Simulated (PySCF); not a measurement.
Deuteron quadrupole couplings in `C=CC[P-]C(F)=C(F)F`

C5H5F3P (charge -1).
Numbering: `[CH2:1]=[CH:2][CH2:3][P-:4][C:5]([F:6])=[C:7]([F:8])[F:9]` (hydrogens: H10, H11 on C1; H12 on C2; H13, H14 on C3)

Structure used (GFN2-xTB), in Å, numbered top down from 1:
```xyz
14
C5H5F3P angstrom
C      1.952   -0.507    0.225
C      1.424    0.680    0.478
C      0.367    1.340   -0.321
P     -1.196    1.507    0.734
C     -1.840   -0.130    0.649
F     -2.854   -0.325    1.559
C     -1.653   -1.202   -0.143
F     -0.796   -1.334   -1.182
F     -2.279   -2.406    0.040
H      2.680   -0.962    0.880
H      1.663   -1.081   -0.639
H      1.724    1.225    1.366
H      0.161    0.820   -1.255
H      0.646    2.375   -0.542
```

Level: PBE0/pcSseg-1 (PySCF, non-relativistic); Q(2H) = 0.00286 b; rigid geometry, the same for H and D, with no vibrational averaging.

Question: Rank these positions by the coupling χzz of a deuteron there, largest first.
A. H11 (vinylic hydrogen)
B. H13 (methylene hydrogen)
C. H12 (vinylic hydrogen)

Answer: A (230 kHz), C (218 kHz), B (212 kHz).

What are Vzz, η and χzz (234.96 MHz × Q × Vzz) at all hydrogens?

```json
{"atom": "H10", "bonded to": "C1", "bond length (Å)": "1.080", "Vzz (au)": "0.3423", "η": "0.07", "χzz (kHz)": "230"}
{"atom": "H11", "bonded to": "C1", "bond length (Å)": "1.077", "Vzz (au)": "0.3417", "η": "0.08", "χzz (kHz)": "230"}
{"atom": "H12", "bonded to": "C2", "bond length (Å)": "1.085", "Vzz (au)": "0.3245", "η": "0.06", "χzz (kHz)": "218"}
{"atom": "H13", "bonded to": "C3", "bond length (Å)": "1.089", "Vzz (au)": "0.3155", "η": "0.04", "χzz (kHz)": "212"}
{"atom": "H14", "bonded to": "C3", "bond length (Å)": "1.095", "Vzz (au)": "0.3099", "η": "0.03", "χzz (kHz)": "208"}
```

How does χzz go with the bond length over the 5 C–H bonds?

A straight-line fit has a slope of -13.4 kHz for each 0.01 Å, with a correlation coefficient of -0.97, over lengths from 1.077 to 1.095 Å. The longer bonds have the smaller couplings here.

Give the 2H NMR doublet splittings at H13 for a magnetic field along the z, y and x axes of the gradient: 3χ/2, 3χ(1 + η)/4, 3χ(1 − η)/4.

With |χ| = 212.0 kHz and η = 0.036: 318, 165 and 153 kHz, to first order and without motion.

One conformer (not necessarily the lowest) at the GFN2-xTB geometry, without solvent, vibrations or thermal averaging. The pcSseg-1 basis has no diffuse functions, a weakness for an anion. The HOMO energy is positive at this level (+0.25 eV), so the outermost electrons may be held by the finite basis alone. GFN2-xTB bond lengths can be off by several hundredths of an ångström, more for odd bonds, and the gradients follow them. The small basis limits the accuracy of the gradients.
